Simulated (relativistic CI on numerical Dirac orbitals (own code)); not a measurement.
# Ga V: calculation against measurement

Calculated at this level of theory: Dirac-Coulomb-Breit CI, KLI orbitals optimised for each configuration, a model potential for QED, valence Slater integrals scaled by 0.85, configuration energies shifted to the measured levels that pair with them (semi-empirical) (own radial code, finite nucleus).

Configuration list (outside the closed core [Ne]): 3s2 3p6 3d9, 3s2 3p6 3d8 4s, 3s2 3p6 3d8 4p, 3s2 3p5 3d10, 3s2 3p6 3d8 4d, 3s2 3p6 3d8 5s, 3s2 3p6 3d8 5p, 3s2 3p6 3d7 4s2, 3s2 3p6 3d8 4f, 3s2 3p6 3d8 5d, 3s2 3p6 3d7 4s 4p, 3s2 3p6 3d8 5f, 3s2 3p6 3d8 5g, 3s2 3p6 3d7 4p2, 3s 3p6 3d10, 3s2 3p6 3d7 4s 4d. Levels of other configurations are missing.

| Configuration | Term (tabulated) | J | Measured (cm⁻¹) | Computed | Error | Purity (%) |
| --- | --- | --- | --- | --- | --- | --- |
| 3s2 3p6 3d9 | 2D | 5/2 | 0.0 | 0 | 0 | 100 |
| 3s2 3p6 3d9 | 2D | 3/2 | 3583.0 | 3501 | -82 | 100 |
| 3s2 3p6 3d8 4s | 4F | 9/2 | 210052.0 | 210153 | 101 | 100 |
| 3s2 3p6 3d8 4s | 4F | 7/2 | 212121.0 | 212155 | 34 | 94 |
| 3s2 3p6 3d8 4s | 4F | 5/2 | 214000.0 | 214010 | 10 | 98 |
| 3s2 3p6 3d8 4s | 4F | 3/2 | 215237.0 | 215237 | 0 | 98 |
| 3s2 3p6 3d8 4s | 2F | 7/2 | 218301.0 | 217894 | -407 | 94 |
| 3s2 3p6 3d8 4s | 2F | 5/2 | 221488.0 | 221025 | -463 | 96 |
| 3s2 3p6 3d8 4s | 2D | 3/2 | 232968.0 | 233290 | 322 | 76 |
| 3s2 3p6 3d8 4s | 4P | 3/2 | 235609.0 | 235984 | 375 | 83 |
| 3s2 3p6 3d8 4s | 4P | 1/2 | 235752.0 | 236153 | 401 | 99 |
| 3s2 3p6 3d8 4s | 2P | 3/2 | 242026.0 | 241755 | -271 | 93 |
| 3s2 3p6 3d8 4s | 2P | 1/2 | 243053.0 | 242735 | -318 | 99 |
| 3s2 3p6 3d8 4s | 2G | 9/2 | 246093.0 | 244328 | -1765 | 100 |
| 3s2 3p6 3d8 4s | 2G | 7/2 | 246133.0 | 244368 | -1765 | 100 |
| 3s2 3p6 3d8 4p | 4D° | 7/2 | 296992.0 | 297547 | 555 | 93 |
| 3s2 3p6 3d8 4p | 4D° | 5/2 | 300144.0 | 300628 | 484 | 93 |
| 3s2 3p6 3d8 4p | 4G° | 9/2 | 300730.0 | 300815 | 85 | 57 |
| 3s2 3p6 3d8 4p | 4G° | 11/2 | 302217.0 | 302143 | -74 | 100 |
| 3s2 3p6 3d8 4p | 4D° | 3/2 | 302499.0 | 302949 | 450 | 95 |
| 3s2 3p6 3d8 4p | 4G° | 7/2 | 302779.0 | 302820 | 41 | 76 |
| 3s2 3p6 3d8 4p | 4D° | 1/2 | 303911.0 | 304352 | 441 | 99 |
| 3s2 3p6 3d8 4p | 4G° | 5/2 | 304272.0 | 304305 | 33 | 89 |
| 3s2 3p6 3d8 4p | 4F° | 9/2 | 305249.0 | 304961 | -288 | 79 |
| 3s2 3p6 3d8 4p | 4F° | 7/2 | 306628.0 | 306398 | -230 | 62 |
| 3s2 3p6 3d8 4p | 2G° | 9/2 | 306947.0 | 306849 | -98 | 60 |
| 3s2 3p6 3d8 4p | 4F° | 5/2 | 307745.0 | 307588 | -157 | 74 |
| 3s2 3p6 3d8 4p | 4F° | 3/2 | 307864.0 | 307838 | -26 | 77 |
| 3s2 3p6 3d8 4p | 2D° | 5/2 | 309616.0 | 309818 | 202 | 76 |
| 3s2 3p6 3d8 4p | 2D° | 3/2 | 311991.0 | 312199 | 208 | 78 |
| 3s2 3p6 3d8 4p | 2F° | 5/2 | 313088.0 | 312901 | -187 | 75 |
| 3s2 3p6 3d8 4p | 4P° | 3/2 | 319570.0 | 320241 | 671 | 71 |
| 3s2 3p6 3d8 4p | 4P° | 5/2 | 320093.0 | 320696 | 603 | 62 |
| 3s2 3p6 3d8 4p | 4P° | 1/2 | 320429.0 | 321203 | 774 | 89 |
| 3s2 3p6 3d8 4p | 2F° | 5/2 | 322388.0 | 322593 | 205 | 74 |
| 3s2 3p6 3d8 4p | 2D° | 3/2 | 324314.0 | 324715 | 401 | 58 |
| 3s2 3p6 3d8 4p | 2F° | 7/2 | 324407.0 | 324265 | -142 | 86 |
| 3s2 3p6 3d8 4p | 2P° | 1/2 | 324874.0 | 324989 | 115 | 88 |
| 3s2 3p6 3d8 4p | 2D° | 5/2 | 325713.0 | 326185 | 472 | 81 |
| 3s2 3p6 3d8 4p | 2P° | 3/2 | 326549.0 | 326578 | 29 | 59 |
| 3s2 3p6 3d8 4p | 4D° | 5/2 | 329103.0 | 329057 | -46 | 70 |
| 3s2 3p6 3d8 4p | 4D° | 1/2 | 329108.0 | 328981 | -127 | 96 |
| 3s2 3p6 3d8 4p | 4D° | 3/2 | 329112.0 | 329048 | -64 | 86 |
| 3s2 3p6 3d8 4p | 4D° | 7/2 | 330174.0 | 329855 | -319 | 81 |
| 3s2 3p6 3d8 4p | 2D° | 5/2 | 332473.0 | 332473 | 0 | 73 |
| 3s2 3p6 3d8 4p | 2H° | 9/2 | 332600.0 | 330966 | -1634 | 98 |
| 3s2 3p6 3d8 4p | 2P° | 3/2 | 332707.0 | 333024 | 317 | 82 |
| 3s2 3p6 3d8 4p | 2D° | 3/2 | 333929.0 | 334022 | 93 | 79 |
| 3s2 3p6 3d8 4p | 2H° | 11/2 | 334765.0 | 333497 | -1268 | 100 |
| 3s2 3p6 3d8 4p | 2F° | 7/2 | 335089.0 | 333905 | -1184 | 91 |
| 3s2 3p6 3d8 4p | 2P° | 1/2 | 335605.0 | 335684 | 79 | 83 |
| 3s2 3p6 3d8 4p | 2F° | 5/2 | 336909.0 | 335502 | -1407 | 97 |
| 3s2 3p6 3d8 4p | 2S° | 1/2 | 337491.0 | 337348 | -143 | 84 |
| 3s2 3p6 3d8 4p | 4S° | 3/2 | 337690.0 | 336996 | -694 | 97 |
| 3s2 3p6 3d8 4p | 2G° | 7/2 | 344200.0 | 341685 | -2515 | 97 |
| 3s2 3p6 3d8 4p | 2G° | 9/2 | 344668.0 | 342108 | -2560 | 98 |

Measured levels from Shirai, Reader, Kramida and Sugar, J. Phys. Chem. Ref. Data 36, 509 (2007); pairs were made by configuration, J and term (by order where the table uses no LS term), so strongly mixed levels may be paired wrongly.

Mean error by configuration (cm⁻¹): 3s2 3p6 3d9 -82; 3s2 3p6 3d8 4s -288; 3s2 3p6 3d8 4p -168. Over the excited levels the mean absolute error is 468 cm⁻¹ (55 of the 59 excited levels that our extract of the source holds in range could be paired, and the others can miss by more), and the median relative error of those above 1,000 cm⁻¹ is 0.095 %, both after the shifts were fitted to these levels, so that a configuration with one level shows no error.

Configurations whose levels could be paired with our table of measured levels were shifted onto them, all but the ground configuration, by the median error of their levels; single terms can still be off by 1,000 to 2,000 cm⁻¹ or more, and rates follow the energies as ν³ (E1, M1) or ν⁵ (E2). The others borrow a shift and can be off by several thousand cm⁻¹ or more. 55 of the 59 excited levels that our extract of the measured tables holds in this range could be paired (the sources list more); they are missed by 468 cm⁻¹ on average and 2560 at most, after the shifts were fitted to these levels, and levels without a partner can miss by more.

Shifts applied (cm⁻¹): 3s2 3p6 3d9 0; 3s2 3p6 3d8 4s 826; 3s2 3p6 3d8 4p 1472.
